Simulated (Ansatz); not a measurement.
WO₂F₂⁺. The state is a doublet with charge 1. Geometry PBE-D4/def2-SVP, that of the neutral singlet; atoms count from 1.

Cartesian coordinates in Å:
```
W 0.002 0.012 0.016
O 0.917 0.076 -1.432
O -1.142 -1.244 -0.217
F -0.920 1.630 0.212
F 1.142 -0.474 1.420
```

In the def2 sets W takes a core potential; there is no spin–orbit coupling.

Question: Estimate the Mulliken populations from the PBE0/def2-TZVP orbitals of Ansatz.

Answer: 
```tsv
atom	charge (e)	spin (α − β)	d electrons
W1	1.80	-0.31	3.36
O2	-0.15	0.66	–
O3	-0.15	0.66	–
F4	-0.26	-0.01	–
F5	-0.26	-0.01	–
```
Mulliken values and Mayer orders depend strongly on the basis.

Question: Where does the spin sit?

Answer: Summed by element: W -0.31, O 1.32, F -0.01, of 1 unpaired in all. Largest on single atoms: O3 0.66, O2 0.66, W1 -0.31.

Question: And the Mayer bond orders between bonded heavy atoms (over 0.3)?

Answer: W1–O2 1.81 (1.71 Å); W1–O3 1.81 (1.71 Å); W1–F4 1.10 (1.87 Å); W1–F5 1.10 (1.87 Å).
